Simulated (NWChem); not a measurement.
A series in which one site is exchanged, each optimised at PBE0/def2-SVP with NWChem, gas phase unless a solvent is named. Low-valent species are run as closed-shell singlets; no triplet was tried in these runs. Some are not confirmed as minima by frequencies. def2 effective core potentials on Sn, I, Pb; no spin-orbit coupling.

A: I[SiH] (SiHI; site = Si)
B: [I][SnH] (SnHI; site = Sn)
C: [GeH][I] (GeHI; site = Ge)
D: [I][PbH] (PbHI; site = Pb)

Values for A:

| Quantity | Value |
|---|---|
| orbital gap (eV), PBE0/def2-SVP | 3.59 |
| vertical ionisation energy, ΔSCF, PBE0/def2-SVP (eV) | 8.98 |
| lowest singlet excitation, PBE0/def2-SVPD, TDA (eV) | 2.40 |

Q: How do these values change for the other members?

A: 
| change from A | B | C | D |
|---|---|---|---|
| orbital gap (eV), PBE0/def2-SVP | -0.04 | +0.05 | +0.01 |
| vertical ionisation energy, ΔSCF, PBE0/def2-SVP (eV) | -0.22 | +0.03 | -0.25 |
| lowest singlet excitation, PBE0/def2-SVPD, TDA (eV) | +0.03 | +0.03 | +0.05 |
